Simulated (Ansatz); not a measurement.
C2H6OSSi can be A, `[SiH3]SC1CO1`, or B, `COC([SiH3])=S`.

Program: Ansatz. Geometries: PBE0-D4/def2-TZVP. ΔE: electronic, gas phase. CBS: MP2 limit from def2 TZ/QZ plus the TZ coupled-cluster correction, frozen cores. Functionals use def2-TZVPP. B3LYP here is the variant with VWN-RPA as its local correlation; programs differ in this. One conformer a species, not always the lowest.

Question: Which isomer does CCSD(T)/CBS put lower? Give the gap. (Estimate.)

Answer: The calculation gave: A, by 16.8 kJ/mol.

Question: Give E(B) − E(A) in kJ/mol with HF/def2-TZVPP, B3LYP, r2SCAN-D4, PBE0-D4, CCSD(T)/def2-TZVPP, MP2/def2-TZVPP, B3LYP-D4. (An estimate is asked.)

Answer: Computed: HF/def2-TZVPP 20.3, B3LYP 5.5, r2SCAN-D4 15.8, PBE0-D4 26.9, CCSD(T)/def2-TZVPP 14.3, MP2/def2-TZVPP 22.0, B3LYP-D4 4.0. None reverses the order clearly.

Largest T1 diagnostic: 0.017.

From PBE to PBE0 (25 % exact exchange), in def2-TZVPP and without D4, E(B) − E(A) moves by +11.9 kJ/mol.
